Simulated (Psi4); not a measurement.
C2H6Cl2Si, charge +1, doublet, at a GFN2-xTB geometry (a state made from the parent by changing its charge; the spin is typed, not shown lowest); MP2/STO-3G (Psi4).

Input for Psi4:
```
memory 2 GB

molecule {
1 2
C     1.28326055   -1.61852252   -0.18269265
Si   -0.01244605   -0.16470319    0.02878020
C    -1.50051811   -1.25652796    0.68507829
Cl    0.59275738    1.10582814    1.44024366
Cl   -0.46164787    0.62919309   -1.74342086
H     0.91558411   -2.34745596   -0.89758167
H     2.20061141   -1.16991748   -0.55367409
H     1.46895957   -2.09730723    0.77327666
H    -2.33287650   -0.58039578    0.85952341
H    -1.77836292   -1.99714285   -0.05781342
H    -1.22498746   -1.74699412    1.61304491
}

set {
  basis sto-3g
  reference uhf
}

energy('mp2')
print_variables()
```

Output, abridged:

```
    SCF Algorithm Type (re)set to DF.

   => Loading Basis Set <=

    Name: STO-3G
    Role: ORBITAL
    Keyword: BASIS

         ---------------------------------------------------------
                                   SCF
               by Justin Turney, Rob Parrish, Andy Simmonett
                          and Daniel G. A. Smith
                              UHF Reference
         ---------------------------------------------------------

  ==> Geometry <==

    Molecular point group: c1
    Full point group: C1

    Geometry (in Angstrom), charge = 1, multiplicity = 2:

       Center              X                  Y                   Z               Mass
    ------------   -----------------  -----------------  -----------------  -----------------
         C            1.276442040658    -1.708754437356    -0.166925546603    12.000000000000
         SI          -0.019264559342    -0.254935107356     0.044547303397    27.976926534650
         C           -1.507336619342    -1.346759877356     0.700845393397    12.000000000000
         CL           0.585938870658     1.015596222644     1.456010763397    34.968852682000
         CL          -0.468466379342     0.538961172644    -1.727653756603    34.968852682000
         H            0.908765600658    -2.437687877356    -0.881814566603     1.007825032230
         H            2.193792900658    -1.260149397356    -0.537906986603     1.007825032230
         H            1.462141060658    -2.187539147356     0.789043763397     1.007825032230
         H           -2.339695009342    -0.670627697356     0.875290513397     1.007825032230
         H           -1.785181429342    -2.087374767356    -0.042046316603     1.007825032230
         H           -1.231805969342    -1.837226037356     1.628812013397     1.007825032230

  Running in c1 symmetry.

  Rotational constants: A =      0.08590  B =      0.06123  C =      0.05131 [cm^-1]
  Rotational constants: A =   2575.35855  B =   1835.73254  C =   1538.15395 [MHz]
  Nuclear repulsion =  363.601233626786552

  Charge       = 1
  Multiplicity = 2
  Electrons    = 65
  Nalpha       = 33
  Nbeta        = 32

  ==> Algorithm <==

  SCF Algorithm Type is DF.
  DIIS enabled.
  MOM disabled.
  Fractional occupation disabled.
  Guess Type is SAD.
  Energy threshold   = 1.00e-08
  Density threshold  = 1.00e-08
  Integral threshold = 1.00e-12

  ==> Primary Basis <==

  Basis Set: STO-3G
    Blend: STO-3G
    Number of shells: 27
    Number of basis functions: 43
[...]
  @DF-UHF Final Energy: -1272.87828746645050
    Total Energy =                      -1272.8782874664505016
[...]
 Magnitude           :                                                    2.3115745

 ------------------------------------------------------------------------------------

  //>>>>>>>>>>>>>>>>>>>>>>>>>>>>>>>>>>>//
  //               DFMP2               //
  //<<<<<<<<<<<<<<<<<<<<<<<<<<<<<<<<<<<//

   => Loading Basis Set <=

    Name: (STO-3G AUX)
    Role: RIFIT
    Keyword: DF_BASIS_MP2

	 --------------------------------------------------------
	                          DF-MP2
	      2nd-Order Density-Fitted Moller-Plesset Theory

	        Rob Parrish, Justin Turney, Andy Simmonett,
	           Ed Hohenstein, and C. David Sherrill
	 --------------------------------------------------------

	 --------------------------------------------------------
	                 NBF =    43, NAUX =   366
	 --------------------------------------------------------
	   CLASS    FOCC     OCC    AOCC    AVIR     VIR    FVIR
	   ALPHA       0      33      33      10      10       0
	    BETA       0      32      32      11      11       0
	 --------------------------------------------------------

	-----------------------------------------------------------
	 ==================> DF-MP2 Energies <====================
	-----------------------------------------------------------
	 Reference Energy          =   -1272.8782874664505016 [Eh]
	 Singles Energy            =      -0.0000000000000000 [Eh]
	 Same-Spin Energy          =      -0.0239911645053155 [Eh]
	 Opposite-Spin Energy      =      -0.1370267453226167 [Eh]
	 Correlation Energy        =      -0.1610179098279322 [Eh]
	 Total Energy              =   -1273.0393053762784348 [Eh]
	-----------------------------------------------------------
	 ================> DF-SCS-MP2 Energies <==================
	-----------------------------------------------------------
	 SCS Same-Spin Scale       =       0.3333333333333333 [-]
	 SCS Opposite-Spin Scale   =       1.2000000000000000 [-]
	 SCS Same-Spin Energy      =      -0.0079970548351052 [Eh]
	 SCS Opposite-Spin Energy  =      -0.1644320943871401 [Eh]
	 SCS Correlation Energy    =      -0.1724291492222453 [Eh]
	 SCS Total Energy          =   -1273.0507166156728545 [Eh]
	-----------------------------------------------------------

  Variable Map:
  ----------------------------------------------------------------------------
[...]
  Array Variable Map:
  ----------------------------------------------------------------------------
[...]
[...]
```
